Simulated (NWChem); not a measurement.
System: hydronium (H$_{3}$O cation); SMILES [OH3+]

Input file for NWChem:

```
start job
memory heap 200 mb stack 900 mb global 1100 mb
charge 1
geometry units angstroms noautosym nocenter noautoz
  O      0.000000     0.000000     0.078775
  H      0.669342     0.669342    -0.207386
  H      0.244996    -0.914338    -0.207386
  H     -0.914338     0.244996    -0.207386
end
basis spherical
  O library def2-svp
  H library def2-svp
end
dft
  xc b3lyp
  iterations 150
end
cosmo
  do_cosmo_smd true
  solvent propanol
end
task dft energy
```

Excerpt of the output:

```
             Northwest Computational Chemistry Package (NWChem) 7.3.0
             --------------------------------------------------------

                             Geometry "geometry" -> ""
                             -------------------------

 Output coordinates in angstroms (scale by  1.889725989 to convert to a.u.)

  No.       Tag          Charge          X              Y              Z
 ---- ---------------- ---------- -------------- -------------- --------------
    1 O                    8.0000     0.00000000     0.00000000     0.07877500
    2 H                    1.0000     0.66934200     0.66934200    -0.20738600
    3 H                    1.0000     0.24499600    -0.91433800    -0.20738600
    4 H                    1.0000    -0.91433800     0.24499600    -0.20738600

 Effective nuclear repulsion energy (a.u.)      13.8110707593

                                 NWChem DFT Module
                                 -----------------

 Summary of "ao basis" -> "ao basis" (spherical)
 ------------------------------------------------------------------------------
       Tag                 Description            Shells   Functions and Types
 ---------------- ------------------------------  ------  ---------------------
 O                          def2-svp                 6       14   3s2p1d
 H                          def2-svp                 3        5   2s1p

 in cosmo_initialize ...
 calling solv_data for solv:propanol

 solvent parameters
 solvname_short: propanol
 solvname_long:  1-propanol
 dielec:       20.5240
 dielecinf:     1.9182
 nonaqueous SMD model solvent descriptors
 dielec:       20.5240
 sola:          0.3700
 solb:          0.4800
 solc:          0.0000
 solg:         33.5700
 solh:          0.0000
 soln:          1.3850

          ---------------
          -cosmo- solvent
          ---------------
 Cosmo: York-Karplus, doi: 10.1021/jp992097l
 dielectric constant -eps-     =  20.52
 screen = (eps-1)/(eps    )    =   0.95128
 surface charge correction     = lagrangian

   van der Waals surface
 --------------------------

 ---------- ATOMIC COORDINATES (A.U.) ------------ VDWR(ANG.) --
     1    0.00000000    0.00000000    0.14886316     1.628
     2    1.26487297    1.26487297   -0.39190271     1.200
     3    0.46297531   -1.72784828   -0.39190271     1.200
     4   -1.72784828    0.46297531   -0.39190271     1.200
 number of segments per atom =        128
 number of   points per atom =        128
 atom (   nspa,  nppa )
 ----------------------
    1 (     81,     0 )       0
    2 (     66,     0 )       0
    3 (     65,     0 )       0
    4 (     65,     0 )       0
 number of -cosmo- surface points =      277
 molecular surface =     42.020 angstrom**2
 molecular volume  =     23.441 angstrom**3
 -lineq- algorithm             =   0
 -bem- low  level              =   3
 -bem- from -octahedral-
 gaussian surface charge width =   4.50000
 degree of switching           =   1.00000
 switching function tolerance  =   0.00010
 atomic radii =
 --------------
    1  8.000  1.628
    2  1.000  1.200
    3  1.000  1.200
    4  1.000  1.200
 ...... end of -cosmo- initialization ......

 nat:                     4
 ixmem:                  1008
 calling mnsol_interface()
 G(SMD-CDS) energy (kcal/mol)  =     0.250
 SMD-CDS SASA (angstrom**2)    =    61.331

            General Information
            -------------------
          SCF calculation type: DFT
          Wavefunction type:  closed shell.
          No. of atoms     :     4
          No. of electrons :    10
           Alpha electrons :     5
            Beta electrons :     5
          Charge           :     1
          Spin multiplicity:     1
          Use of symmetry is: off; symmetry adaption is: off
          Maximum number of iterations: 150
          AO basis - number of functions:    29
                     number of shells:    15
          Convergence on energy requested:  1.00D-06
          Convergence on density requested:  1.00D-05
          Convergence on gradient requested:  5.00D-04

              XC Information
              --------------
                         B3LYP Method XC Potential
                     Hartree-Fock (Exact) Exchange  0.200
                        Slater Exchange Functional  0.800 local
                    Becke 1988 Exchange Functional  0.720 non-local
              Lee-Yang-Parr Correlation Functional  0.810
                  VWN I RPA Correlation Functional  0.190 local

             Grid Information
             ----------------
          Grid used for XC integration:  medium
          Radial quadrature: Mura-Knowles
          Angular quadrature: Lebedev.
          Tag              B.-S. Rad. Rad. Pts. Rad. Cut. Ang. Pts.
          ---              ---------- --------- --------- ---------
          O                   0.60       49           5.0       434
          H                   0.35       45           7.0       434
          Grid pruning is: on
          Number of quadrature shells:   184
          Spatial weights used:  Erf1

      Superposition of Atomic Density Guess
      -------------------------------------

 Sum of atomic energies:         -76.18899089

 Renormalizing density from      11.00 to     10

      Non-variational initial energy
      ------------------------------

 Total energy =     -71.779803
 1-e energy   =    -119.209172
 2-e energy   =      33.618298
 HOMO         =      -1.204522
 LUMO         =      -0.335287

   convergence    iter        energy       DeltaE   RMS-Dens  Diis-err
 ---------------- ----- ----------------- --------- --------- ---------
     COSMO gas phase
 d= 0,ls=0.0,diis     1    -76.3594377688 -9.02D+01  5.28D-02  3.32D+00
 d= 0,ls=0.0,diis     2    -76.1372857318  2.22D-01  3.15D-02  5.43D+00
 d= 0,ls=0.0,diis     3    -76.6424995343 -5.05D-01  1.30D-03  9.56D-03
 d= 0,ls=0.0,diis     4    -76.6434196374 -9.20D-04  1.50D-04  9.68D-05
 d= 0,ls=0.0,diis     5    -76.6434280907 -8.45D-06  1.78D-05  1.63D-06
 d= 0,ls=0.0,diis     6    -76.6434282257 -1.35D-07  1.19D-06  6.15D-09

   convergence    iter        energy       DeltaE   RMS-Dens  Diis-err
 ---------------- ----- ----------------- --------- --------- ---------
     COSMO solvation phase
 d= 0,ls=0.0,diis     1    -76.7898284543 -1.46D-01  1.71D-03  3.00D-03
 d= 0,ls=0.0,diis     2    -76.7902575216 -4.29D-04  3.96D-04  2.93D-04
 d= 0,ls=0.0,diis     3    -76.7902634464 -5.92D-06  1.89D-04  1.69D-04
 d= 0,ls=0.0,diis     4    -76.7902822587 -1.88D-05  2.61D-05  5.04D-06
 d= 0,ls=0.0,diis     5    -76.7902821329  1.26D-07  2.22D-06  5.61D-09

         Total DFT energy =      -76.790282132880
      One electron energy =     -125.461393384810
           Coulomb energy =       47.175094162103
    Exchange-Corr. energy =       -9.396319959251
 Nuclear repulsion energy =       13.811070759293

             COSMO energy =       -2.918733710216

 Numeric. integr. density =        9.999999081266

                                COSMO-SMD solvation results
                                ---------------------------

             internal energy in gas <Psi(g)|H|Psi(g)> =       -76.643428225735
         internal energy in solvent <Psi(s)|H|Psi(s)> =       -76.642918189545
                               delta internal energy  =         0.000510036190 (    0.32 kcal/mol)
   total free energy in solvent <Psi(s)|H+V/2|Psi(s)> =       -76.790681180286
 polarization energy contribution <Psi(s)|V/2|Psi(s)> =        -0.147762990740 (  -92.72 kcal/mol)
    total free energy in solvent including G(SMD-CDS) =       -76.790282132880
                       G(SMD-CDS) energy contribution =         0.000399047406 (    0.25 kcal/mol)
     1 M fixed-concentration free energy of solvation =        -0.146853907145 (  -92.15 kcal/mol)

                       DFT Final Molecular Orbital Analysis
                       ------------------------------------

 Vector    3  Occ=2.000000D+00  E=-6.537543D-01
              MO Center=  9.9D-02,  9.9D-02, -1.7D-02, r^2= 7.0D-01
   Bfn.  Coefficient  Atom+Function         Bfn.  Coefficient  Atom+Function
  ----- ------------  ---------------      ----- ------------  ---------------
     4      0.386456  1 O  px                 5      0.386456  1 O  py
    15      0.346952  2 H  s                 20     -0.173400  3 H  s
    25     -0.173400  4 H  s                  7      0.156356  1 O  px
     8      0.156356  1 O  py                16      0.043144  2 H  s
    17     -0.027327  2 H  px                18     -0.027327  2 H  py

 Vector    4  Occ=2.000000D+00  E=-6.536286D-01
              MO Center= -9.9D-02, -9.9D-02, -1.7D-02, r^2= 7.0D-01
   Bfn.  Coefficient  Atom+Function         Bfn.  Coefficient  Atom+Function
  ----- ------------  ---------------      ----- ------------  ---------------
     4      0.386512  1 O  px                 5     -0.386512  1 O  py
    20      0.300557  3 H  s                 25     -0.300557  4 H  s
     7      0.156231  1 O  px                 8     -0.156231  1 O  py
    21      0.037323  3 H  s                 26     -0.037323  4 H  s
    23      0.035362  3 H  py                27     -0.035362  4 H  px

 Vector    5  Occ=2.000000D+00  E=-4.693460D-01
              MO Center= -3.1D-06, -3.1D-06,  1.7D-01, r^2= 5.7D-01
   Bfn.  Coefficient  Atom+Function         Bfn.  Coefficient  Atom+Function
  ----- ------------  ---------------      ----- ------------  ---------------
     6      0.641114  1 O  pz                 9      0.424484  1 O  pz
     3      0.172617  1 O  s                  2      0.129958  1 O  s
    15     -0.077140  2 H  s                 20     -0.076866  3 H  s
    25     -0.076866  4 H  s                  1      0.061278  1 O  s

 Vector    6  Occ=0.000000D+00  E=-1.577773D-03
              MO Center= -1.4D-03, -1.4D-03, -2.9D-01, r^2= 3.0D+00
   Bfn.  Coefficient  Atom+Function         Bfn.  Coefficient  Atom+Function
  ----- ------------  ---------------      ----- ------------  ---------------
     3      0.966720  1 O  s                 16     -0.541792  2 H  s
    21     -0.544028  3 H  s                 26     -0.544028  4 H  s
     2      0.294051  1 O  s                 15     -0.179799  2 H  s
    20     -0.179548  3 H  s                 25     -0.179548  4 H  s
     9     -0.168970  1 O  pz                 1      0.140413  1 O  s

 Vector    7  Occ=0.000000D+00  E= 9.000089D-02
              MO Center=  3.8D-01,  3.8D-01, -2.5D-01, r^2= 3.0D+00
   Bfn.  Coefficient  Atom+Function         Bfn.  Coefficient  Atom+Function
  ----- ------------  ---------------      ----- ------------  ---------------
    16      1.273129  2 H  s                 21     -0.635920  3 H  s
    26     -0.635920  4 H  s                  7     -0.395254  1 O  px
     8     -0.395254  1 O  py                 4     -0.281534  1 O  px
     5     -0.281534  1 O  py                15      0.259746  2 H  s
    20     -0.129386  3 H  s                 25     -0.129386  4 H  s

 Vector    8  Occ=0.000000D+00  E= 9.011165D-02
              MO Center= -3.8D-01, -3.8D-01, -2.5D-01, r^2= 3.0D+00
   Bfn.  Coefficient  Atom+Function         Bfn.  Coefficient  Atom+Function
  ----- ------------  ---------------      ----- ------------  ---------------
    21      1.101966  3 H  s                 26     -1.101966  4 H  s
     7     -0.395464  1 O  px                 8      0.395464  1 O  py
     4     -0.281513  1 O  px                 5      0.281513  1 O  py
    20      0.225053  3 H  s                 25     -0.225053  4 H  s

     Multipole analysis of the density
     ---------------------------------

     L   x y z        total         alpha         beta         nuclear
     -   - - -        -----         -----         ----         -------
     0   0 0 0      1.000000     -5.000000     -5.000000     11.000000

     1   1 0 0      0.000374      0.000187      0.000187      0.000000
     1   0 1 0      0.000374      0.000187      0.000187      0.000000
     1   0 0 1     -0.681263     -0.348230     -0.348230      0.015197

     2   2 0 0     -1.826095     -3.312902     -3.312902      4.799709
     2   1 1 0     -0.000671     -0.000336     -0.000336      0.000001
     2   1 0 1     -0.000296     -0.000148     -0.000148     -0.000000
     2   0 2 0     -1.826095     -3.312902     -3.312902      4.799709
     2   0 1 1     -0.000296     -0.000148     -0.000148     -0.000000
     2   0 0 2     -4.522879     -2.580462     -2.580462      0.638045
```

Level: B3LYP/def2-SVP, SMD on the gas-phase geometry. Structure relaxed at the B3LYP/6-31G* (spherical d) level. Solvent: 1-propanol.
